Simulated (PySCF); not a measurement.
## HAs(OH), doublet: structure and spectrum

All numbers come from UPBE0 in PySCF with As def2-TZVP, H def2-TZVP, O def2-TZVP; no relativity; density-fitted integrals.

The structure is a minimum.

Z-matrix (Å, degrees; charge 0 multiplicity 2):
```
As
H  1 1.5391
O  1 1.7891 2 96.84
H  3 0.9603 1 112.14 2 0.00
```

- Point group: Cs
- Bond lengths: As–H 1.539 Å, As–O 1.789 Å, O–H 0.960 Å
- Bond angles: As–O–H 112.1°, H–As–O 96.8°
- Principal polarisabilities: 25.3, 34.2, 36.0 bohr³
- Lowest empty level (β): -2.42 eV
- Enthalpy at 298.15 K above 0 K: 11.62 kJ/mol
- Highest occupied level (α): -5.98 eV
- Principal quadrupole moments (Buckingham, traceless) about the centre of mass: -3.14, -1.89, 5.03 D Å
- Zero-point energy: 52.7 kJ/mol
- Rotational constants: 5.49, 0.3678, 0.3447 cm⁻¹
- Rotational symmetry number: 1
- Entropy at 298.15 K and 1 bar (electronic part: spin only): 264.9 J/(mol K)
- Spin squared ⟨S²⟩: 0.755
- Heat capacity Cp at 298.15 K: 48.1 J/(mol K)
- Dipole moment: 1.64 D
- Atomisation energy without zero-point energy: 1043 kJ/mol

Harmonic modes (masses in u: As 74.922, H 1.008, O 15.995):
```json
{"symmetry": "a''", "ω (cm⁻¹)": "303", "IR (km/mol)": "89.8", "μ (u)": "1.09"}
{"symmetry": "a'", "ω (cm⁻¹)": "689", "IR (km/mol)": "109", "μ (u)": "11.94"}
{"symmetry": "a'", "ω (cm⁻¹)": "801", "IR (km/mol)": "23.6", "μ (u)": "1.04"}
{"symmetry": "a'", "ω (cm⁻¹)": "1001", "IR (km/mol)": "29.1", "μ (u)": "1.13"}
{"symmetry": "a'", "ω (cm⁻¹)": "2131", "IR (km/mol)": "173", "μ (u)": "1.02"}
{"symmetry": "a'", "ω (cm⁻¹)": "3890", "IR (km/mol)": "85.8", "μ (u)": "1.07"}
```

Charges (e):
```tsv
atom	Mulliken	Löwdin	polar tensor	spin (Mulliken)	Mayer order to As1
As1	0.17	0.22	0.59	0.95	–
H2	0.03	-0.06	-0.17	-0.04	0.95
O3	-0.53	-0.31	-0.68	0.09	1.06
H4	0.33	0.15	0.26	0.00	0.03
```
Other Mayer orders above 0.3: O–H 0.88.

Mulliken populations on As1: s 7.88, p 14.75, d 10.17, f 0.03.

This need not be the most stable arrangement of these atoms.

The final relaxation and frequency run took 27 s on 4 threads of a shared Arm Neoverse V2 host, with 91 basis functions and 18 gradients; the process peaked at 1.1 GiB.
